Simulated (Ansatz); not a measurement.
Relaxation of AlH$_{11}$OSi$_{4}$ (17 atoms, charge 0, multiplicity 1), to a largest force component of 0.015 eV/Å in at most 40 steps.

These are results of RKS PBE-D4/6-31G* (Ansatz 0.2.0), not measurements.

```xyz
17
Properties=species:S:1:pos:R:3
O -0.501 -3.115 -0.870
Al 0.368 -1.488 -0.932
Si 2.560 -1.375 -0.166
Si -0.621 0.495 -1.664
Si -0.603 1.968 -0.020
Si -1.548 1.110 1.819
H -0.944 -3.078 0.019
H 2.698 -0.452 1.008
H 3.494 -0.912 -1.275
H 3.042 -2.709 0.254
H -0.007 1.021 -2.817
H -2.078 0.203 -1.978
H -1.374 3.222 -0.410
H 0.775 2.306 0.302
H -1.495 2.053 2.924
H -2.940 0.787 1.544
H -0.805 -0.095 2.199
```

**Question.** Where does it end, and by what steps?

**Answer.** The forces met the threshold. After 33 steps the energy has fallen by 1.026 eV; H10 moved furthest, 1.27 Å.

```
step  energy less start (eV)  largest force component (eV/Å)  accepted
   0                  0.0000                           2.198       yes
   2                 -0.7431                           0.976       yes
   4                 -0.8538                           0.805       yes
   6                 -0.9710                           0.253       yes
   8                 -0.9581                           1.070        no
  10                 -0.9820                           0.036       yes
  12                 -0.9900                           0.253       yes
  14                 -1.0026                           0.135       yes
  16                 -1.0128                           0.129       yes
  18                 -1.0153                           0.050       yes
  20                 -1.0174                           0.095       yes
  22                 -1.0205                           0.092       yes
  24                 -1.0223                           0.093       yes
  26                 -1.0241                           0.050       yes
  28                 -1.0250                           0.036       yes
  30                 -1.0255                           0.016       yes
  32                 -1.0256                           0.017       yes
  33                 -1.0257                           0.013       yes
```

```xyz
17
Properties=species:S:1:pos:R:3
O -0.875 -2.786 -0.748
Al 0.073 -1.327 -0.698
Si 2.357 -1.226 0.227
Si -0.866 0.610 -1.889
Si -0.612 2.195 -0.171
Si -1.179 0.825 1.651
H -0.562 -3.573 -0.265
H 2.617 0.142 0.807
H 3.425 -1.464 -0.809
H 2.599 -2.216 1.338
H -0.148 1.036 -3.141
H -2.333 0.502 -2.204
H -1.451 3.440 -0.203
H 0.830 2.589 -0.012
H -0.664 1.177 3.015
H -2.651 0.545 1.726
H -0.541 -0.528 1.314
```

Run time: 100 s on 2 threads of Intel(R) Xeon(R) Platinum 8488C (Sapphire Rapids) (shared host), peak memory 0.23 GiB.
